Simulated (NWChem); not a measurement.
Molecule: GaN₂H₄Cl; SMILES [Ga]([NH2])([Cl])[NH2]

```xyz
8

Ga    -0.0089    -0.3727     0.0000
Cl    -0.0041     1.8060     0.0000
N      0.1307    -1.1924     1.6325
H     -0.1614    -0.6458     2.4350
H     -0.1910    -2.1502     1.7182
N      0.1307    -1.1924    -1.6325
H     -0.1910    -2.1502    -1.7182
H     -0.1614    -0.6458    -2.4350
```
Atoms are numbered in this order, from 1.

The geometry was optimised at B3LYP/6-31G* (spherical d).

### Question
Give the principal values of the shielding tensors (ppm) of Ga1, Cl2, N3 from PBE0/pcSseg-1, GIAO (NWChem), with their diamagnetic and paramagnetic parts as GIAO splits them.

### Answer
```csv
atom,σ11,σ22,σ33,isotropic,diamagnetic,paramagnetic
Ga1,1173.4,1294.6,1585.4,1351.1,2640.9,-1289.8
Cl2,862.6,979.1,1070.9,970.9,1148.7,-177.8
N3,218.7,223.9,273.7,238.8,317.9,-79.1
```
